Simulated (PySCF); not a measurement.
BiBr2, charge +1, singlet, geometry from GFN2-xTB (such geometries of metal compounds can be far from the true shape) (core potentials on Bi); DF-CAMB3LYP/def2-TZVP (PySCF).

Input for PySCF:
```python
from pyscf import gto, scf, dft

mol = gto.Mole()
mol.atom = '''
    Bi    0.671282    0.356821    0.221934
    Br   -1.134302    0.941785   -1.434148
    Br   -0.457595   -1.787960    0.907847
'''
mol.basis = 'def2-tzvp'
mol.ecp = {'Bi': 'def2-tzvp'}
mol.charge = 1
mol.spin = 0
mol.verbose = 4
mol.build()

mf = dft.UKS(mol)
mf.xc = 'camb3lyp'
mf = mf.density_fit(auxbasis='def2-universal-jkfit')
mf.kernel()
mf.analyze()
```

Output, abridged:

```
PySCF version 2.14.0

[INPUT] verbose = 4
[INPUT] num. atoms = 3
[INPUT] num. electrons = 92
[INPUT] charge = 1
[INPUT] spin (= nelec alpha-beta = 2S) = 0
[INPUT] symmetry False subgroup None
[INPUT] Mole.unit = angstrom
[INPUT] Symbol           X                Y                Z      unit          X                Y                Z       unit  Magmom
[...]
nuclear repulsion = 515.354665872126
number of shells = 48
number of NR pGTOs = 297
number of NR cGTOs = 146
basis = def2-tzvp
ecp = {'Bi': 'def2-tzvp'}

******** <class 'pyscf.df.df_jk.DFUKS'> ********
method = DFUKS
initial guess = minao
damping factor = 0
level_shift factor = 0
DIIS = <class 'pyscf.scf.diis.CDIIS'>
diis_start_cycle = 1
diis_space = 8
diis_damp = 0
SCF conv_tol = 1e-09
SCF conv_tol_grad = None
SCF max_cycles = 50
direct_scf = False
number electrons alpha = 46  beta = 46
XC library pyscf.dft.libxc version 7.1.2
    S. Lehtola, C. Steigemann, M. J. T. Oliveira, and M. A. L. Marques,  SoftwareX 7, 1–5 (2018)
XC functionals = camb3lyp
    T. Yanai, D. P. Tew, and N. C. Handy,  Chem. Phys. Lett. 393, 51 (2004)
radial grids:
    Treutler-Ahlrichs [JCP 102, 346 (1995); DOI:10.1063/1.469408] (M4) radial grids

becke partition: Becke, JCP 88, 2547 (1988); DOI:10.1063/1.454033
pruning grids: <function nwchem_prune>
grids dens level: 3
symmetrized grids: False
atomic radii adjust function: <function treutler_atomic_radii_adjust>
small_rho_cutoff = 0
Set gradient conv threshold to 3.16228e-05
tot grids = 64296
******** <class 'pyscf.df.df.DF'> ********
auxbasis = def2-universal-jkfit
Create RSH-DF object <pyscf.df.df.DF object> for omega=0.33
******** <class 'pyscf.df.df.DF'> ********
auxbasis = auxmol.basis = def2-universal-jkfit
init E= -5326.72107451179
cycle= 1 E= -5361.42730738178  delta_E= -34.7  |g|= 1.83  |ddm|= 8.13
cycle= 2 E= -5361.10236695462  delta_E= 0.325  |g|= 2.12  |ddm|= 4.89
cycle= 3 E= -5362.94089936651  delta_E= -1.84  |g|= 0.192  |ddm|= 2.52
cycle= 4 E= -5362.95689326187  delta_E= -0.016  |g|= 0.0756  |ddm|= 0.397
cycle= 5 E= -5362.9582230449  delta_E= -0.00133  |g|= 0.0144  |ddm|= 0.0669
cycle= 6 E= -5362.95832079759  delta_E= -9.78e-05  |g|= 0.00536  |ddm|= 0.0155
cycle= 7 E= -5362.95834286655  delta_E= -2.21e-05  |g|= 0.00133  |ddm|= 0.00978
cycle= 8 E= -5362.95834645533  delta_E= -3.59e-06  |g|= 0.000476  |ddm|= 0.0042
cycle= 9 E= -5362.95834691188  delta_E= -4.57e-07  |g|= 0.000146  |ddm|= 0.00162
cycle= 10 E= -5362.95834694627  delta_E= -3.44e-08  |g|= 5.47e-05  |ddm|= 0.000437
cycle= 11 E= -5362.95834694839  delta_E= -2.12e-09  |g|= 1.05e-05  |ddm|= 9.07e-05
cycle= 12 E= -5362.95834694851  delta_E= -1.21e-10  |g|= 2.47e-06  |ddm|= 2.3e-05
Extra cycle  E= -5362.95834694852  delta_E= -1.27e-11  |g|= 1.65e-06  |ddm|= 7.75e-06
converged SCF energy = -5362.95834694852  <S^2> = 2.725784e-10  2S+1 = 1
**** SCF Summaries ****
Total Energy =                       -5362.958346948521466
Nuclear Repulsion Energy =             515.354665872126247
One-electron Energy =                -8547.157329342133380
Two-electron Energy =                 2668.844316521485780
Two-electron Coulomb Energy =         2868.621511785861912
DFT Exchange-Correlation Energy =     -199.777195264376246
**** MO energy ****
                             alpha | beta                alpha | beta
[...]
spin_pop of  0 Bi 5s        0.00000
spin_pop of  0 Bi 6s       -0.00000
spin_pop of  0 Bi 7s        0.00000
spin_pop of  0 Bi 8s        0.00000
spin_pop of  0 Bi 9s        0.00000
spin_pop of  0 Bi 10s        0.00000
spin_pop of  0 Bi 5px      -0.00000
spin_pop of  0 Bi 5py      -0.00000
spin_pop of  0 Bi 5pz      -0.00000
spin_pop of  0 Bi 6px      -0.00000
spin_pop of  0 Bi 6py      -0.00000
spin_pop of  0 Bi 6pz      -0.00000
spin_pop of  0 Bi 7px      -0.00000
spin_pop of  0 Bi 7py      -0.00000
spin_pop of  0 Bi 7pz      -0.00000
spin_pop of  0 Bi 8px      -0.00000
spin_pop of  0 Bi 8py      -0.00000
spin_pop of  0 Bi 8pz      -0.00000
spin_pop of  0 Bi 9px      -0.00000
spin_pop of  0 Bi 9py      -0.00000
spin_pop of  0 Bi 9pz      -0.00000
spin_pop of  0 Bi 5dxy      0.00000
spin_pop of  0 Bi 5dyz      0.00000
spin_pop of  0 Bi 5dz^2     0.00000
spin_pop of  0 Bi 5dxz      0.00000
spin_pop of  0 Bi 5dx2-y2    0.00000
spin_pop of  0 Bi 6dxy     -0.00000
spin_pop of  0 Bi 6dyz     -0.00000
spin_pop of  0 Bi 6dz^2    -0.00000
spin_pop of  0 Bi 6dxz     -0.00000
spin_pop of  0 Bi 6dx2-y2   -0.00000
spin_pop of  0 Bi 7dxy     -0.00000
spin_pop of  0 Bi 7dyz     -0.00000
spin_pop of  0 Bi 7dz^2    -0.00000
spin_pop of  0 Bi 7dxz     -0.00000
spin_pop of  0 Bi 7dx2-y2   -0.00000
spin_pop of  0 Bi 5f-3     -0.00000
spin_pop of  0 Bi 5f-2     -0.00000
spin_pop of  0 Bi 5f-1     -0.00000
spin_pop of  0 Bi 5f+0     -0.00000
spin_pop of  0 Bi 5f+1     -0.00000
spin_pop of  0 Bi 5f+2     -0.00000
spin_pop of  0 Bi 5f+3     -0.00000
spin_pop of  0 Bi 6f-3      0.00000
spin_pop of  0 Bi 6f-2      0.00000
spin_pop of  0 Bi 6f-1     -0.00000
spin_pop of  0 Bi 6f+0     -0.00000
spin_pop of  0 Bi 6f+1     -0.00000
spin_pop of  0 Bi 6f+2     -0.00000
spin_pop of  0 Bi 6f+3     -0.00000
spin_pop of  1 Br 1s       -0.00000
spin_pop of  1 Br 2s        0.00000
spin_pop of  1 Br 3s        0.00000
spin_pop of  1 Br 4s        0.00000
spin_pop of  1 Br 5s       -0.00000
spin_pop of  1 Br 6s        0.00000
spin_pop of  1 Br 2px       0.00000
spin_pop of  1 Br 2py       0.00000
spin_pop of  1 Br 2pz       0.00000
spin_pop of  1 Br 3px       0.00000
spin_pop of  1 Br 3py       0.00000
spin_pop of  1 Br 3pz       0.00000
spin_pop of  1 Br 4px       0.00000
spin_pop of  1 Br 4py       0.00000
spin_pop of  1 Br 4pz       0.00000
spin_pop of  1 Br 5px      -0.00000
spin_pop of  1 Br 5py      -0.00000
spin_pop of  1 Br 5pz      -0.00000
spin_pop of  1 Br 6px      -0.00000
spin_pop of  1 Br 6py      -0.00000
spin_pop of  1 Br 6pz      -0.00000
spin_pop of  1 Br 3dxy     -0.00000
spin_pop of  1 Br 3dyz     -0.00000
spin_pop of  1 Br 3dz^2    -0.00000
spin_pop of  1 Br 3dxz     -0.00000
spin_pop of  1 Br 3dx2-y2   -0.00000
spin_pop of  1 Br 4dxy     -0.00000
spin_pop of  1 Br 4dyz     -0.00000
spin_pop of  1 Br 4dz^2    -0.00000
spin_pop of  1 Br 4dxz      0.00000
spin_pop of  1 Br 4dx2-y2   -0.00000
spin_pop of  1 Br 5dxy     -0.00000
spin_pop of  1 Br 5dyz     -0.00000
spin_pop of  1 Br 5dz^2    -0.00000
spin_pop of  1 Br 5dxz     -0.00000
spin_pop of  1 Br 5dx2-y2   -0.00000
spin_pop of  1 Br 6dxy     -0.00000
spin_pop of  1 Br 6dyz     -0.00000
spin_pop of  1 Br 6dz^2    -0.00000
spin_pop of  1 Br 6dxz     -0.00000
spin_pop of  1 Br 6dx2-y2   -0.00000
spin_pop of  1 Br 4f-3     -0.00000
spin_pop of  1 Br 4f-2     -0.00000
spin_pop of  1 Br 4f-1     -0.00000
spin_pop of  1 Br 4f+0     -0.00000
spin_pop of  1 Br 4f+1     -0.00000
spin_pop of  1 Br 4f+2     -0.00000
spin_pop of  1 Br 4f+3      0.00000
spin_pop of  2 Br 1s       -0.00000
spin_pop of  2 Br 2s        0.00000
spin_pop of  2 Br 3s        0.00000
spin_pop of  2 Br 4s        0.00000
spin_pop of  2 Br 5s       -0.00000
spin_pop of  2 Br 6s        0.00000
spin_pop of  2 Br 2px       0.00000
spin_pop of  2 Br 2py       0.00000
spin_pop of  2 Br 2pz       0.00000
spin_pop of  2 Br 3px       0.00000
spin_pop of  2 Br 3py       0.00000
spin_pop of  2 Br 3pz       0.00000
spin_pop of  2 Br 4px       0.00000
spin_pop of  2 Br 4py       0.00000
spin_pop of  2 Br 4pz       0.00000
spin_pop of  2 Br 5px      -0.00000
spin_pop of  2 Br 5py      -0.00000
spin_pop of  2 Br 5pz      -0.00000
spin_pop of  2 Br 6px      -0.00000
spin_pop of  2 Br 6py      -0.00000
spin_pop of  2 Br 6pz      -0.00000
spin_pop of  2 Br 3dxy     -0.00000
spin_pop of  2 Br 3dyz     -0.00000
spin_pop of  2 Br 3dz^2    -0.00000
spin_pop of  2 Br 3dxz     -0.00000
spin_pop of  2 Br 3dx2-y2   -0.00000
spin_pop of  2 Br 4dxy     -0.00000
spin_pop of  2 Br 4dyz     -0.00000
spin_pop of  2 Br 4dz^2    -0.00000
spin_pop of  2 Br 4dxz     -0.00000
spin_pop of  2 Br 4dx2-y2   -0.00000
spin_pop of  2 Br 5dxy     -0.00000
spin_pop of  2 Br 5dyz     -0.00000
spin_pop of  2 Br 5dz^2    -0.00000
spin_pop of  2 Br 5dxz     -0.00000
spin_pop of  2 Br 5dx2-y2   -0.00000
spin_pop of  2 Br 6dxy     -0.00000
spin_pop of  2 Br 6dyz     -0.00000
spin_pop of  2 Br 6dz^2    -0.00000
spin_pop of  2 Br 6dxz     -0.00000
spin_pop of  2 Br 6dx2-y2   -0.00000
spin_pop of  2 Br 4f-3     -0.00000
spin_pop of  2 Br 4f-2     -0.00000
spin_pop of  2 Br 4f-1     -0.00000
spin_pop of  2 Br 4f+0     -0.00000
spin_pop of  2 Br 4f+1      0.00000
spin_pop of  2 Br 4f+2     -0.00000
spin_pop of  2 Br 4f+3     -0.00000
In total            46.00000 | 46.00000

WARN: System has nonzero charge 1; the dipole moment is origin-dependent.
Location of origin: [0. 0. 0.]

Dipole moment(X, Y, Z, Debye):  2.85494,  1.51750,  0.94390
```
